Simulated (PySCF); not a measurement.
**Correlation energy of He (helium, neutral)**

1s1 2s1, high-spin 3S determinant (an excited configuration). Calculation: PySCF 2.14, in aug-cc-pVQZ with one added diffuse shell each of s, p, d, f type (6s5p4d3f, 62 functions); no relativity, point nucleus. Frozen: nothing; 2 electrons correlated.

With two correlated electrons CCSD is exact within the correlated space (frozen core and kept virtual orbitals).

| level | correlation energy (mhartree) |
| --- | --- |
| CCSD | -0.97 |

Diagnostics: T1 = 0.0025, D1 = 0.0051, largest double amplitude 0.007.

The outer electron is Rydberg-like, and this basis confines it to a smaller radius and binds it less than a complete one would.

Cost of the coupled-cluster step: roughly 2 core-seconds, for 2 correlated electrons.
